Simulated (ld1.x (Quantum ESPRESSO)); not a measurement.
**How hard is this Mo (Z = 42) TM potential?**

ld1.x (Quantum ESPRESSO) 7.5 input, shortened:

```
&input
   title='Mo', zed=42., rel=1, dft='BP', iswitch=3,
   config='[Kr] 4d5.5 5s0.5 5p0'
 /
 &inputp
   pseudotype=2, tm=.true., lloc=0,
   nlcc=.true.
 /
3
5P  2  1   0.00   0.00  3.35  3.35  0.0
4D  3  2   5.50   0.00  2.55  2.55  0.0
5S  1  0   0.50   0.00  3.25  3.25  0.0
 &test
   configts(1)='4d5.5 5s0.5 5p0'
 /
```

The pseudo-atom Hamiltonian at the reference potential is diagonalised in spherical Bessel functions j_l(qr) that vanish at 20 bohr, with q² up to the cutoff. All-electron valence levels (Ry): 5p -0.0712, 4d -0.2291, 5s -0.2893.

Q: How do the lowest levels (Ry) of each channel move with the cutoff, and are there ghosts?

A:

```
cutoff (Ry)     p #1     d #1     s #1    f #1    f #2  Σ f·Δε (mRy)
          8  -0.0711   0.0386  -0.2878  0.0978  0.2266        1473.3
         10  -0.0711   0.0302  -0.2887  0.0978  0.2266        1426.6
         12  -0.0711  -0.0078  -0.2891  0.0978  0.2266        1217.3
         15  -0.0711  -0.0825  -0.2892  0.0978  0.2266         806.6
         18  -0.0711  -0.1749  -0.2892  0.0978  0.2266         298.3
         21  -0.0711  -0.2066  -0.2893  0.0978  0.2266         123.9
         25  -0.0711  -0.2214  -0.2893  0.0978  0.2266          42.7
         30  -0.0711  -0.2281  -0.2893  0.0978  0.2266           5.5
         35  -0.0711  -0.2290  -0.2893  0.0978  0.2266           0.5
         40  -0.0711  -0.2291  -0.2893  0.0978  0.2266           0.4
         45  -0.0711  -0.2291  -0.2893  0.0978  0.2266           0.3
        400  -0.0711  -0.2291  -0.2893  0.0978  0.2266           0.0
```

Result: no extra level below or beside the all-electron valence levels (p, d, s, f tested); 10 mRy is reached at 30 Ry and 1 mRy at 35 Ry.

Its largest configuration-test error is -797 meV.
